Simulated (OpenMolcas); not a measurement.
# Si2NH6Cl (SMILES N[SiH]([SiH3])Cl): methods side by side

The species is Si2NH6Cl (10 atoms), meant as a singlet with charge 0. SMILES: `N[SiH]([SiH3])Cl`. Geometry: relaxed at PBE0-D4/def2-TZVP. This is one conformer, not always the lowest.

```xyz
10

N    -0.5004    1.6404   -0.4766
Si   -0.0887    0.0244   -0.8347
Si    0.6780   -1.0308    1.1036
Cl   -1.6696   -1.1358   -1.5384
H    -1.0668    1.8573    0.3279
H    -0.6576    2.3023   -1.2205
H     0.8891    0.0600   -1.9482
H     0.8722   -2.4826    0.8551
H    -0.3361   -0.8538    2.1795
H     1.9629   -0.4326    1.5554
```

Quantity: the energy change with the Si3–H8 bond stretched from 1.486 to 2.228 Å, in eV. The values are calculated.

```tsv
level	kind	program	value (eV)	less CCSD(T)/6-31G*	CPU time (all runs)
HF/6-31G* (spherical functions) (unrestricted)	Hartree–Fock	OpenMolcas	2.27	+0.46	23 s
SVWN5/6-31G* (spherical functions) (restricted)	LDA	OpenMolcas	1.81	0.00	51 s
revPBE/6-31G* (spherical functions) (restricted)	GGA	OpenMolcas	1.79	-0.02	71 s
M06-L/6-31G* (spherical functions) (restricted)	meta-GGA	OpenMolcas	2.02	+0.21	85 s
B3LYP/6-31G* (spherical functions) (restricted)	global hybrid	OpenMolcas	1.95	+0.14	67 s
B2PLYP/6-31G* (spherical functions) (restricted)	double hybrid	OpenMolcas	2.02	+0.21	46 s
MP2/6-31G* (spherical functions) (restricted)	perturbation theory	OpenMolcas	2.07	+0.26	13 s
CCSD(T)/6-31G* (spherical functions) (restricted)	coupled cluster or CI	OpenMolcas	1.81	0.00	63 s
```

Differences are taken from CCSD(T)/6-31G* (spherical functions) (restricted) for orientation; it has basis-set and higher-order errors of its own. The first shape isn't each level's own minimum. The values span 1.79 to 2.27 eV. CPU times are rough (shared hosts, several kinds of processor): they show what a rung costs within a factor of a few.
